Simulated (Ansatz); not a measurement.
Level of theory: frozen-core CCSD(T)/def2-TZVPP // PBE-D3(BJ)/def2-SVP in Ansatz (a program for electronic structure).

Ansatz 0.2 input:
```yaml
crystal:
  periodic: [false, false, false]
  atoms:
    - { symbol: Ta, position_ang: [0.000101, 0.000035, -0.000002] }
    - { symbol: F, position_ang: [0.558391, -1.586887, -0.878298] }
    - { symbol: F, position_ang: [1.763663, 0.619683, 0.001152] }
    - { symbol: F, position_ang: [-1.129576, 0.397076, -1.435327] }
    - { symbol: F, position_ang: [-0.557955, 1.587036, 0.878299] }
    - { symbol: F, position_ang: [-0.634625, -1.016949, 1.434166] }
basis:
  gaussian: { orbitals: def2-TZVPP }
correlation:
  method: ccsd_t
```

Output:

```
Functional definition: HF
1401 factors; integrals over basis functions are off by at most 1.1e-3 eV
mean field evaluation 1: about -15071.1572 eV, gradient 7.2e1 eV
mean field evaluation 2: about -15071.3010 eV, gradient 7.2e1 eV
mean field evaluation 4: about -15079.5476 eV, gradient 2.2e0 eV
mean field evaluation 8: about -15079.6046 eV, gradient 2.8e-1 eV
mean field evaluation 16: about -15071.1566 eV, gradient 7.2e1 eV
mean field -15079.60482790 eV, -554.1652561020 hartree, gradient 1.4e-6 eV, S^2 0.000000; 0 other end points of the search recorded, 0 dependent functions left out
5 core orbitals not correlated
reference -15079.60482790 eV, -554.1652561020 hartree; 24, 24 occupied and 182, 182 virtual orbitals, 1401 factors
second order -45.01937802 eV of doubles, -0.00000000 eV of singles
cycle   1  -42.90547378 eV  change     2.1e0 eV  update   2.1e-1
cycle   2  -44.10317580 eV  change    -1.2e0 eV  update   1.0e-1
cycle   3  -44.37485740 eV  change   -2.7e-1 eV  update   3.5e-2
cycle   4  -44.35259825 eV  change    2.2e-2 eV  update   1.1e-2
cycle   5  -44.33192073 eV  change    2.1e-2 eV  update   3.0e-3
cycle   6  -44.33333089 eV  change   -1.4e-3 eV  update   1.1e-3
cycle   7  -44.33384798 eV  change   -5.2e-4 eV  update   4.1e-4
cycle   8  -44.33352278 eV  change    3.3e-4 eV  update   1.4e-4
cycle   9  -44.33351681 eV  change    6.0e-6 eV  update   6.6e-5
cycle  10  -44.33362900 eV  change   -1.1e-4 eV  update   2.1e-5
cycle  11  -44.33358157 eV  change    4.7e-5 eV  update   1.3e-5
perturbative correction -1.62494278 eV, -0.0597155459 hartree
Total energy: -15125.56335225 eV, -555.8542007201 hartree
```

Cost: about 2.2 core-minutes (a rough figure).
